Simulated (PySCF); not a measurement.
**Ionisation energy of Tl by level of theory**

Tl [Xe] 4f14 5d10 6s2 6p1 (2P) → Tl⁺ [Xe] 4f14 5d10 6s2 (1S), as a difference of total energies. All numbers are calculated (PySCF 2.14, the spin-free X2C one-electron Hamiltonian (Gaussian nucleus), in aug-cc-pVTZ-DK3 (9s8p6d3f, 84 functions)). Correlated levels: valence: [Xe] 4f14 5d10 frozen. The calculations carry no spin-orbit coupling.

```json
{"method": "UHF", "ionisation energy (eV)": "4.990"}
{"method": "MP2 (valence)", "ionisation energy (eV)": "5.164"}
{"method": "SCS-MP2 (valence)", "ionisation energy (eV)": "5.145"}
{"method": "CCSD (valence)", "ionisation energy (eV)": "5.209"}
{"method": "CCSD(T) (valence)", "ionisation energy (eV)": "5.223"}
```

Question: How much does correlation contribute at CCSD(T) (valence)?

Answer: 5.223 − (4.990) = 0.233 eV, measured against UHF.

Errors of the correlated levels include the incompleteness of this basis and the frozen core.

For comparison: 5.464 eV (measured; NIST levels, between the centres of gravity of the two terms).
